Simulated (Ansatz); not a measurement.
The cluster Ge4H6, relaxed as a singlet with RKS PBE-D4/def2-SVP in Ansatz, starting from the GFN2-xTB geometry. Force threshold 0.02 eV/Å.

The restricted singlet is unstable towards broken spin symmetry in Hartree–Fock (as tested in another run); at PBE-D4/def2-SVP this wasn't settled. The structure comes from a short search, and lower isomers may exist.

Start:

Cartesian coordinates in Å:
```
Ge 1.808 0.226 -0.296
Ge -1.769 -0.442 -0.233
Ge -0.285 1.465 -0.736
Ge 0.296 -1.522 0.567
H 2.538 -0.194 -1.594
H -3.073 -0.335 0.577
H -0.371 1.996 0.760
H 0.181 -0.832 1.994
H 3.052 0.764 0.436
H -2.378 -1.126 -1.476
```

| step | energy (eV) | largest force component (eV/Å) | SCF passes |
| --- | --- | --- | --- |
| 1 | -226108.0704 | 0.833 | 16 |
| 2 | -226108.3951 | 0.408 | 24 |
| 3 | -226108.4617 | 0.196 | 18 |
| 4 | -226108.4744 | 0.197 | 20 |
| 5 | -226108.5096 | 0.097 | 19 |
| 6 (rejected) | -226108.5033 | 0.300 | 19 |
| 7 | -226108.5152 | 0.025 | 19 |
| 8 | -226108.5168 | 0.025 | 18 |
| 9 (rejected) | -226108.5086 | 0.142 | 19 |
| 10 | -226108.5171 | 0.001 | 20 |

Force components are those of the run's own axes.

End:

Cartesian coordinates in Å:
```
Ge 1.798 0.159 -0.434
Ge -1.754 -0.496 -0.356
Ge -0.281 1.475 -0.412
Ge 0.259 -1.308 0.803
H 2.171 -0.382 -1.839
H -3.099 -0.420 0.415
H -0.343 1.991 1.082
H 0.157 -0.589 2.209
H 3.059 0.715 0.279
H -1.969 -1.145 -1.747
```

By distances, no bond broke or formed. The bond that changes most is Ge2–H6, from 1.54 to 1.55 Å (atoms count from 1).

No frequencies were taken in this run, so the end may be a saddle point.

Hardware: 4 threads of Intel Xeon Platinum 8223CL on a shared host. Wall time 13 s.
